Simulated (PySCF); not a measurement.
Species: C5H8F3S (charge +1).
Numbering: `[CH3:1][C+:2]([CH3:3])[CH2:4][S:5][C:6]([F:7])([F:8])[F:9]` (hydrogens: H10, H11, H12 on C1; H13, H14, H15 on C3; H16, H17 on C4)

Cartesian coordinates in Å at the GFN2-xTB level; atoms count from 1:
```
atom  x, y, z in Å
C1    -1.9278    0.9328    0.3036
C2    -1.0495   -0.1501   -0.0676
C3    -1.4970   -1.5217   -0.0982
C4     0.3406    0.1520   -0.3998
S5     1.2326    0.0330    1.2594
C6     2.9086    0.4104    0.5720
F7     3.7832    0.4010    1.5470
F8     3.2402   -0.4928   -0.3421
F9     2.9007    1.5991   -0.0178
H10   -1.4140    1.6698    0.9283
H11   -2.8578    0.6079    0.7633
H12   -2.1777    1.5054   -0.6011
H13   -2.4504   -1.6819    0.3994
H14   -1.6089   -1.8268   -1.1488
H15   -0.7315   -2.2064    0.2788
H16    0.4953    1.1713   -0.7570
H17    0.8064   -0.5908   -1.0493
```

Structure optimised with GFN2-xTB, isolated species.

Masses are those of the commonest isotopes; rigid-rotor values at the optimised geometry. The values belong to one conformer with, in the numbering `[CH3:1][C+:2]([CH3:3])[CH2:4][S:5][C:6]([F:7])([F:8])[F:9]`, C1–C2–C4–S5 90°, C2–C4–S5–C6 179°.

Task: Give the principal moments of inertia and the rotational constants in cm⁻¹.

Result: Ia = 175.09, Ib = 723.68, Ic = 749.14 u·Å²; 505379 MHz·u·Å²/I gives 2886, 698.3 and 674.6 MHz, that is A = 0.09628, B = 0.02329, C = 0.02250 cm⁻¹.

Task: Classify the top.

Result: A near-prolate asymmetric top. Ray's parameter κ = (2B − A − C)/(A − C) = -0.979; −1 is the prolate and +1 the oblate limit.

Task: What does the inertial defect say?

Result: Not planar: Δ = Ic − Ia − Ib = -149.63 u·Å². For a rigid frame Δ = −2 Σ m c², so Σ m c² = 74.81 u·Å² lies off the ab plane: 6.18 from hydrogen and 68.64 from heavier atoms. The atom farthest from that plane is 1.26 Å away.

Task: List the rotational levels J(Ka,Kc) to J = 3 (MHz).

Result: Above 0(0,0):
J = 1: 1(0,1) 1373, 1(1,1) 3561, 1(1,0) 3585
J = 2: 2(0,2) 4119, 2(1,2) 6283, 2(1,1) 6354, 2(2,1) 12918, 2(2,0) 12919
J = 3: 3(0,3) 8237, 3(1,3) 10366, 3(1,2) 10509, 3(2,2) 17037, 3(2,1) 17038, 3(3,1) 28037, 3(3,0) 28037

Task: Estimate the classical rotational partition function at 10 K, 100 K and 500 K.

Result: Point group Cs, symmetry number σ = 1; q = (√π/σ)·√((kT/h)³/(ABC)), k/h = 20836.6 MHz/K: 4570 at 10 K, 145000 at 100 K, 1620000 at 500 K.

Stationary, but not proved a minimum. Zero-point vibration and centrifugal distortion are left out.

These are computed values.
